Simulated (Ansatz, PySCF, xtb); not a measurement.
Pulling on the Ge1–H3 bond in FGeH3 (SMILES [F][GeH3]) (multiplicity 1 held, fragments rigid). Energies count from the point at 1.534 Å.
Geometry at that point (charge 0, multiplicity 1):
```xyz
5

Ge    -0.30049     0.12261    -0.05790
F      1.29809    -0.52968     0.25011
H     -0.94244    -0.79835    -1.10390
H     -0.08538     1.54898    -0.58097
H     -1.03937     0.09288     1.28657
```

R- and RO- levels are restricted; in cc, def2 and unpolarised 6-31G sets they are followed outwards from rest. Unrestricted levels (U-) break spin symmetry where that is lower. Active spaces are followed from a long bond inwards. Levels need not reach the same state.

Correlated levels freeze the cores. Filled d and f shells under p-block atoms count as core. Rows in LANL2DZ carry no dispersion term and start afresh at each structure. LANL2DZ brings its own core potentials from Na on.

Programs: Ansatz (Gaussian orbitals); PySCF for LANL2DZ rows; xtb for the GFN methods.  The GFN methods have no spin term and hold the electronic entropy of 300 K.

Energies in eV.

```
R (Å)  GFN2-xTB  U-HF/LANL2DZ  R-B3LYP/LANL2DZ  U-B3LYP/cc-pVTZ  R-SCS-MP2/cc-pVTZ  FIC-MRCISD+Q on CASSCF(2,2)/cc-pVTZ
-----  --------  ------------  ---------------  ---------------  -----------------  -----------------------------------
1.228      1.13          1.29             1.33             1.29               1.35                                 1.36
1.381      0.12          0.24             0.27             0.25               0.26                                 0.27
1.534      0.00          0.00             0.00             0.00               0.00                                 0.00
1.688      0.17          0.20             0.14             0.16               0.18                                 0.16
1.841      0.44          0.63             0.50             0.53               0.58                                 0.54
2.071      0.93          1.46             1.20             1.23               1.33                                 1.24
2.302      1.46          2.18             1.93             1.95               2.12                                 1.94
2.685      2.27          2.72             3.03             2.96               3.26                                 2.87
3.069      2.92          2.89             3.90             3.48               4.12                                 3.44
3.529      3.48          2.96             4.64             3.71               4.76                                 3.74
4.143      3.90          2.98             5.25             3.79               5.07                                 3.86
4.910      4.09          2.99             5.63             3.82               4.77                                 3.89
```

Doubts at one or more of the structures used: a spin-contaminated determinant (U-HF/LANL2DZ, U-B3LYP/cc-pVTZ); a restricted determinant that unrestricted orbitals would lower (R-SCS-MP2/cc-pVTZ).

Ansatz is a quantum-chemistry and plane-wave program.
